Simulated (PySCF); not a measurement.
H₂W, SMILES [WH2] (connectivity only; charge and spin as stated), neutral, multiplicity 5.

The structure is a stationary point at PBE-D3(BJ)/def2-TZVPD. The multiplicity is an assumed one; other spin states were not compared. The def2 effective core potentials stand for the cores of W; spin–orbit coupling is left out.

Two levels are set side by side: PBE/def2-TZVPD (PySCF) and CAM-B3LYP/def2-TZVPD (PySCF). Same geometry, gas phase. Differences are taken from unrounded values.

```json
[
 {"quantity": "α-spin orbital gap (eV)", "CAM-B3LYP": "6.37", "PBE": "1.95", "PBE minus CAM-B3LYP": "-4.41"},
 {"quantity": "β-spin orbital gap (eV)", "CAM-B3LYP": "8.44", "PBE": "4.41", "PBE minus CAM-B3LYP": "-4.04"},
 {"quantity": "dipole moment (D)", "CAM-B3LYP": "2.32", "PBE": "1.98", "PBE minus CAM-B3LYP": "-0.34"},
 {"quantity": "mean polarisability (bohr³)", "CAM-B3LYP": "56.2", "PBE": "56.1", "PBE minus CAM-B3LYP": "0.0"}
]
```

Rough cost on one machine, each run with all the roots and properties that it gave: CAM-B3LYP against PBE within a factor of 2.
